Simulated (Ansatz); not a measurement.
System: SiS, charge 1, multiplicity 2. SMILES of the parent species: [Si]=S

Atoms: Si1, S2. Bonds: Si1-S2.

Bond lengths (Å) and angles (degrees) optimised at HF/STO-3G with Ansatz (a program for electronic structure); HF/3-21G with Ansatz; HF/6-31G* with Ansatz; PBE/6-31G* with Ansatz; B3LYP/LANL2DZ with Ansatz; MP2/6-31G* with Ansatz, each started from the B3LYP-D3(BJ)/def2-TZVP structure (Ansatz) of the last column. A row stands for all coordinates that are equal there. 6-31G* holds six Cartesian d functions.

```json
[
 {"coordinate": "Si1-S2", "HF/STO-3G": "2.050", "HF/3-21G": "2.207", "HF/6-31G*": "2.065", "PBE/6-31G*": "2.111", "B3LYP/LANL2DZ": "2.217", "MP2/6-31G*": "2.070", "B3LYP-D3(BJ)/def2-TZVP": "2.083"}
]
```

Mean signed difference of all 1 bond lengths from B3LYP-D3(BJ)/def2-TZVP: HF/STO-3G -0.033 Å, HF/3-21G 0.124 Å, HF/6-31G* -0.018 Å, PBE/6-31G* 0.029 Å, B3LYP/LANL2DZ 0.135 Å, MP2/6-31G* -0.012 Å.
